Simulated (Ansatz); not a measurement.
Mulliken charges of CH4ClFSn, SMILES `[CH3][SnH]([F])[Cl]` from PBE/def2-TZVPP in Ansatz (PBE0-D4/def2-TZVP geometry).

```json
{"atom": "C1", "x (Å)": "-0.274", "y (Å)": "1.145", "z (Å)": "0.187", "charge (e)": "-0.559"}
{"atom": "Sn2", "x (Å)": "0.291", "y (Å)": "-0.826", "z (Å)": "-0.328", "charge (e)": "1.044"}
{"atom": "F3", "x (Å)": "1.796", "y (Å)": "-1.250", "z (Å)": "0.784", "charge (e)": "-0.446"}
{"atom": "Cl4", "x (Å)": "-1.370", "y (Å)": "-2.292", "z (Å)": "0.359", "charge (e)": "-0.362"}
{"atom": "H5", "x (Å)": "-0.472", "y (Å)": "1.169", "z (Å)": "1.258", "charge (e)": "0.148"}
{"atom": "H6", "x (Å)": "0.536", "y (Å)": "1.832", "z (Å)": "-0.055", "charge (e)": "0.140"}
{"atom": "H7", "x (Å)": "-1.174", "y (Å)": "1.425", "z (Å)": "-0.359", "charge (e)": "0.140"}
{"atom": "H8", "x (Å)": "0.758", "y (Å)": "-1.260", "z (Å)": "-1.902", "charge (e)": "-0.106"}
```

Q: By hand: the dipole of these point charges (1 e Å = 4.8032 D).

A: Σ q r = (-0.088, 0.647, -0.597) e Å, of length 0.885 e Å = 4.25 D.

Q: How does the dipole of the full density compare? (Best estimate.)

A: Computed: (-0.137, 0.613, -0.386) e Å, 3.54 D; the point charges give 1.20 times that, at 12° from its direction.

Point charges leave out the atoms' own dipoles, such as those of lone pairs, and Mulliken's split depends on the basis, so the two needn't agree.
